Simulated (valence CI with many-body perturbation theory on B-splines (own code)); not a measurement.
# Os⁶²⁺: one-electron terms

Level of theory: valence CI with perturbative core correlation (CI+MBPT): four valence electrons over a frozen Dirac-Fock core [Ne], a basis of 11 s, 11 p, 9 d, 7 f, 5 g, 2 h, 1 i functions for each j, with the one-electron correlation potential Σ1, the two-electron term Σ2, the three-electron term Σ3, Breit, model QED; selected CI, second order for the rest (own B-spline code, finite nucleus).

The last digits are not significant, and no measured levels were compared; by estimate large intervals hold to a few tenths of a per cent, small ones and those within an open d or f shell to about a per cent.

These are the spectroscopic orbitals of the CI (the correlating ones are not listed), shaped by the core and the other valence electrons. h is the expectation value of the core's Dirac-Fock operator, without the valence repulsion; Σ1 is computed up to l = 3 at one energy for each symmetry, that of its lowest orbital but kept below the first core excitation, so for empty shells it is not the orbital's own correlation shift; Breit and QED include the response of the core.

```csv
Orbital,h (hartree),Σ1 (cm⁻¹),Breit (cm⁻¹),QED (cm⁻¹),⟨r⟩ (bohr)
3s1/2,-279.92,-7510,52408,44525,0.1784
4s1/2,-152.09,-2540,20294,17862,0.3309
5s1/2,-95.262,-1167,9662,8739,0.5322
6s1/2,-65.196,-638,5402,4923,0.7806
3p1/2,-273.76,-9851,88170,3275,0.1674
4p1/2,-149.52,-3264,34190,1330,0.3224
5p1/2,-93.978,-1507,16469,662,0.5254
6p1/2,-64.464,-826,9251,377,0.7756
3p3/2,-258.01,-8164,47330,6801,0.1791
4p3/2,-143.08,-2838,18524,2759,0.3380
5p3/2,-90.74,-1337,10025,1379,0.5450
6p3/2,-62.615,-741,5674,787,0.7990
3d3/2,-250.81,-10311,40059,-1106,0.1529
4d3/2,-140.32,-2931,14564,-332,0.3146
5d3/2,-89.388,-1312,6928,-145,0.5239
3d5/2,-247.19,-8897,19211,824,0.1565
4d5/2,-138.77,-2515,6871,450,0.3190
5d5/2,-88.588,-1128,3370,248,0.5292
4f5/2,-137.3,-2503,1498,-241,0.2774
5f5/2,-87.859,-1216,1022,-126,0.4893
4f7/2,-136.63,-2346,459,126,0.2796
5f7/2,-87.511,-1133,310,61.4,0.4918
5g7/2,-87.371,,34.8,-60.3,0.4320
5g9/2,-87.168,,7.6,45.8,0.4336
```

Among the shells of the start configuration 3s2 3p2, Σ1 is largest in size for 3p1/2, where it is 0.016 % of h.

Lowest root of each symmetry, sizes in configuration state functions:

```csv
J,Parity,Roots,Reference,Variational,Second order,Change by selected CI (cm⁻¹),Change by second order (cm⁻¹)
0,even,8,39,16675,34805,-12187,0
1,even,11,69,39999,125035,-10532,-4
2,even,16,97,39994,202094,-11577,-36
3,even,10,70,39999,204577,-14644,-44
4,even,6,51,39991,164310,-13649,-42
5,even,2,19,23206,75162,-13124,-17
0,odd,4,28,12575,26950,-10645,-2
1,odd,8,72,33495,85238,-12999,-4
2,odd,10,83,39992,148812,-10390,-9
3,odd,6,67,39999,141394,-16427,-16
4,odd,2,41,28980,129861,-13961,-11
```
